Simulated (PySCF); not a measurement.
# Exercise with solution: oscillator strength and radiative lifetime

CH₃BeFS, SMILES [S](C)[Be][F].

The structure is a stationary point at B3LYP-D3(BJ)/def2-SVP. The values are those of a single conformer.

TDDFT-B3LYP/def2-SVPD run with PySCF puts the first singlet state with f over 0.02 at 5.48 eV (vertical), with the transition dipole (0.000, 0.000, -0.546) in atomic units.

**Question.** Find the oscillator strength, the wavelength and the radiative lifetime that this transition would have in vacuum if emission retraced absorption.

**Answer.** 
|μ|² = 0.2981 au, so |μ| = 1.39 D. ΔE = 5.48/27.211 = 0.2014 hartree. f = (2/3) ΔE |μ|² = 0.040 (the program prints 0.040).
λ = 1239.84/5.48 = 226 nm; ν = 44199 cm⁻¹.
Einstein's coefficient A = 0.6670 ν² f s⁻¹ (ν in cm⁻¹) = 5.2e7 s⁻¹, so τ = 1/A = 19 ns. This state is S2; the lower singlet has f = 0.000. The figure is the radiative limit of this one transition; relaxation, internal conversion, crossing to triplets and a medium change what is measured.
